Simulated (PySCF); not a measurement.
AsH₂ + AsF₂ → 2 AsHF

Level: PBE0 in the def2-TZVP basis family, all electrons, no relativity, computed in PySCF with density fitting; open shells unrestricted.

```
species                                    state and structure  ZPE (kJ/mol)  H(298 K) − H(0) (kJ/mol)  S° (J/(mol K))
   AsH₂          doublet, C2v, As–H 1.526 Å (×2); H–As–H 90.7°          32.4                      10.0           225.3
   AsF₂          doublet, C2v, As–F 1.730 Å (×2); F–As–F 96.4°          10.0                      11.7           276.4
   AsHF  doublet, Cs, As–F 1.747 Å, As–H 1.536 Å; F–As–H 94.2°          21.9                      10.4           257.7
```

Problem. Is the gas-phase reaction uphill or downhill in electronic energy at this level, and by how much?

Solution. At PBE0/def2-TZVP, ΔE = 47.0 kJ/mol, uphill. The bond energies do not simply add up: the mixed species is disfavoured.

Problem. Add zero-point, thermal and entropy terms for 298.15 K and 1 bar.

Solution. ΔZPE = 1.4 and Δ[H(298) − H(0)] = -0.9 kJ/mol give ΔH° = 47.5 kJ/mol. ΔS° = 13.7 J/(mol K), so ΔG° = 47.5 − 298.15 × (0.0137) = 43 kJ/mol and log₁₀K = -7.6.

Each species is the lowest minimum found with this bonding; other isomers or fragments can lie lower.
